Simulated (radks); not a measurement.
Results of a calculation; reference values are marked as such.
Question: Ionisation of the boron ion B3+, [He], to B4+, 1s1, under several functionals. Scalar-relativistic Kohn-Sham, spin-polarised, spherical densities, finite nucleus; open shells are filled with parallel spins first; a radial shooting solver on a logarithmic mesh with Libxc functionals. Known Delta-SCF values: RPBE 259.42 eV. What does LDA (Slater exchange, VWN5 correlation) give, and what is its highest occupied eigenvalue?

Answer: 256.50 eV by Delta-SCF; the 1s eigenvalue is -229.21 eV. NIST: 259.37 eV (theoretical).
